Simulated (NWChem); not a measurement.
Species: CHOS cation; SMILES O=C=[SH+]

All runs: NWChem. STO-3G and 3-21G are far too small for this property and stand as cheap habits. Structure relaxed at the PBE0-D3(BJ)/def2-TZVP level. Field at 589 nm.

For level B3LYP/STO-3G:

| Item | Value |
|---|---|
| isotropic polarisability (bohr³) | 13.7 |

Task: How do the values read with level B3LYP/def2-SVPD instead?

Result: The isotropic polarisability (bohr³) is 28.8.
